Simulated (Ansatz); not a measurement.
Cartesian coordinates (Å):
SMILES: [OH][Al]([OH])[OH]
```xyz
7

O     -1.5100    -0.7625     0.0635
Al     0.0000     0.0000     0.0000
O      0.0962     1.6900     0.0183
O      1.4138    -0.9274    -0.0819
H     -1.6130    -1.7150     0.0556
H     -0.6762     2.2549     0.0639
H      2.2891    -0.5400    -0.1195
```
Charge 0, multiplicity 1.

All values below come from frozen-core CCSD(T)/cc-pVTZ // B3LYP-D3(BJ)/def2-TZVP (Ansatz, an electronic-structure program).

```json
{
  "HF energy": "-468.54002 Ha",
  "MP2 correlation energy": "-0.80613 Ha"
}
```

### Question
Estimate the CCSD correlation energy, the (T) correction, the total energy and the T1 diagnostic.

### Answer

```yaml
CCSD correlation energy: -0.81181 Ha
"(T) correction": -0.02761 Ha
CCSD(T) total energy: -469.37944 Ha
T1 diagnostic: 0.012
```
